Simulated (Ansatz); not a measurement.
System: TeCl (charge 0, doublet). 
Coordinates optimised at B3LYP-D3(BJ)/def2-TZVP (Ansatz, an electronic-structure program):
SMILES: Cl[Te]
```xyz
2

Te     0.0000     0.0000    -0.5765
Cl     0.0000     0.0000     1.7634
```
Charge 0, spin multiplicity 2.

Wanted: atomisation energy (electronic, to ground-state atoms), in kcal/mol. Correlated levels leave the core frozen unless marked. Open shells are spin-unrestricted. No spin-orbit coupling. The frozen core is the preceding noble-gas configuration, with the filled d and f shells of earlier blocks. In def2 rows, elements after Kr have scalar-relativistic effective core potentials. STO-3G rows are all-electron and non-relativistic. The coupled-cluster limit lacks core correlation, which all-electron functionals hold. CBS(X,Y): correlation extrapolated as X^-3; Hartree-Fock from the larger set.

```csv
level,program,atomisation energy (kcal/mol)
HF/def2-TZVPPD,Ansatz,28.9
PBE0-D4/def2-TZVP,Ansatz + dftd4,65.4
```

Estimate the value at CCSD(T)/CBS(def2-TZVPPD,def2-QZVPPD) as computed with Ansatz.

63.4 kcal/mol, so PBE0-D4/def2-TZVP differs from it by 2.0 kcal/mol.
